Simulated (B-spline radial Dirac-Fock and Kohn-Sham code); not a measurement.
**Binding energies of Cd⁶⁺ at several levels of theory**

System: Cd⁶⁺, configuration [Kr] 4d6.

The density-functional columns are spherical, spin-unpolarised Dirac-Kohn-Sham results without Breit or QED terms: −ε is minus the orbital energy of the initial state and ΔSCF the difference of two total energies. The reference in the last column comes from Dirac-Fock (average of configuration) total-energy differences with a finite nucleus, the Breit interaction including its frequency dependence, and self-energy and vacuum-polarisation corrections. All numbers are from a B-spline atomic structure program, in eV; a selection of levels is shown. The Kohn-Sham columns are given as differences from the reference. For the 1s level of heavy atoms much of the gap between ΔSCF and the reference is the Breit and QED part, -84.0 eV here; for other levels the error of the functional can be larger.

```
level  PBE −ε − DF  PBE ΔSCF − DF  LDA −ε − DF  LDA ΔSCF − DF  Dirac-Fock
   1s       -216.3         +108.6       -248.6          +75.4     26823.0
   2s       -104.3          -44.3       -108.1          -47.9      4137.9
2p1/2        -79.5           -5.7        -80.8           -6.9      3841.5
2p3/2        -82.2          -12.2        -83.2          -13.1      3651.7
   3s        -53.4          -30.5        -54.6          -31.7       884.5
3p1/2        -43.2          -19.8        -43.6          -20.1       765.6
3p3/2        -42.9          -20.1        -43.2          -20.3       730.8
3d3/2        -26.1           -1.5        -25.8           -1.1       521.6
3d5/2        -26.4           -1.9        -26.0           -1.6       514.9
   4s        -20.2           -8.7        -20.4           -8.8       219.2
4p1/2        -14.3           -3.2        -14.3           -3.1       177.5
4p3/2        -14.3           -3.4        -14.3           -3.4       171.1
   4d         -8.4           +1.4         -8.2           +1.6       107.6
```

Values without a named source are computed, but for edge energies of neutral atoms, which are taken from tables.
